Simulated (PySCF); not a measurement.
A side-by-side comparison of computed properties.

First species: C8H11NSi.
SMILES: `C#C[Si@]1(C)C[C@@H](CC#N)C1`

Second species: C5H8O3SSi.
Atom-mapped SMILES: `[CH2:1]=[C:2]([SiH2:3][O:4][C:5]([CH3:6])=[S:7])[C:8](=[O:9])[OH:10]` (hydrogens: H11, H12 on C1; H13, H14 on Si3; H15, H16, H17 on C6; H18 on O10)

Cartesian coordinates in Å at the GFN2-xTB level; atoms count from 1:
```
atom  x, y, z in Å
C1    -2.4667   -1.1859    0.6692
C2    -1.6624   -0.5208   -0.1524
Si3   -0.0626   -1.1645   -0.9166
O4     1.0340   -0.1000   -0.2832
C5     2.3251   -0.0949   -0.5344
C6     3.0799    1.0271    0.0930
S7     3.0242   -1.2341   -1.4585
C8    -1.9955    0.8210   -0.6491
O9    -1.3573    1.3501   -1.5299
O10   -3.0455    1.4176   -0.0730
H11   -3.3905   -0.7611    1.0304
H12   -2.2226   -2.1792    1.0058
H13    0.2194   -2.4980   -0.3915
H14   -0.0604   -1.0998   -2.3686
H15    2.9057    1.0336    1.1688
H16    4.1415    0.9310   -0.1112
H17    2.7119    1.9730   -0.3049
H18   -3.1869    2.2915   -0.4703
```

Levels: PBE0/pcSseg-1 for HOMO energy, LUMO energy and HOMO–LUMO gap. Geometries: GFN2-xTB. Each species is one conformer at its optimised geometry, gas phase, non-relativistic unless stated. Electronic properties by PySCF.

The conformers computed, where there is a choice (atom-mapped SMILES and torsion angles):
- `[CH:1]#[C:2][Si@:3]1([CH3:4])[CH2:5][C@@H:6]([CH2:7][C:8]#[N:9])[CH2:10]1`: C5–C6–C7–C8 57°

The conformers of `C=C([SiH2]OC(C)=S)C(=O)O` aren't listed.

Values for the first species:

| Quantity | Value |
| --- | --- |
| HOMO energy | -7.80 eV |
| LUMO energy | -0.14 eV |
| HOMO–LUMO gap | 7.66 eV |

Problem. Estimate the same properties for the second species, and the change in each.

Solution. 
```csv
property,first,second,second less first
HOMO energy,-7.80 eV,-6.62 eV,+1.18 eV
LUMO energy,-0.14 eV,-1.83 eV,-1.69 eV
HOMO–LUMO gap,7.66 eV,4.79 eV,-2.87 eV
```

